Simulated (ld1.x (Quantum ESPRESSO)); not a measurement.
**Reading a pseudo-wave (calcium)**

Columns: radius, all-electron u(r) and pseudo u(r) of the 3d shell (level -16.05 eV) of calcium in the configuration [Ne] 3s2 3p6 3d0 4s0 4p0; PW91, scalar-relativistic, TM scheme, ld1.x (Quantum ESPRESSO) 7.5.

| r (bohr) | all-electron | pseudo |
| --- | --- | --- |
| 0.115 | 0.0276 | 0.0036 |
| 0.230 | 0.1232 | 0.0272 |
| 0.345 | 0.2502 | 0.0851 |
| 0.460 | 0.3765 | 0.1813 |
| 0.575 | 0.4864 | 0.3082 |
| 0.690 | 0.5749 | 0.4488 |
| 0.805 | 0.6418 | 0.5825 |
| 0.920 | 0.6876 | 0.6909 |
| 1.035 | 0.7151 | 0.7634 |
| 1.150 | 0.7275 | 0.7984 |
| 1.265 | 0.7282 | 0.8014 |
| 1.380 | 0.7198 | 0.7819 |
| 1.495 | 0.7047 | 0.7496 |
| 1.610 | 0.6845 | 0.7123 |
| 1.725 | 0.6607 | 0.6751 |
| 1.840 | 0.6343 | 0.6402 |
| 1.955 | 0.6063 | 0.6080 |
| 2.070 | 0.5775 | 0.5777 |
| 2.185 | 0.5483 | 0.5484 |
| 2.300 | 0.5194 | 0.5194 |
| 2.415 | 0.4910 | 0.4910 |
| 2.530 | 0.4634 | 0.4634 |
| 2.645 | 0.4366 | 0.4366 |
| 2.760 | 0.4108 | 0.4108 |
| 2.875 | 0.3859 | 0.3859 |
| 2.990 | 0.3618 | 0.3618 |

(1) How many radial nodes do the two functions have?

(2) At about which radius was the pseudo-wave matched?

(3) Where does each function peak?

(4) Is the pseudo-wave norm-conserving?

Results:

(1) The all-electron 3d function has n − l − 1 = 0; the pseudo-wave has 0.

(2) 2.30 bohr. The columns agree to 0.0005 from 2.07 bohr on; several derivatives are matched, so the curves merge somewhat inside the radius.

(3) Outermost all-electron maximum near 1.26 bohr, pseudo maximum near 1.26 bohr (to the table’s step).

(4) Yes: the TM scheme keeps the norm inside the radius equal to the all-electron one, which fixes the energy derivative of the logarithmic derivative at the level.
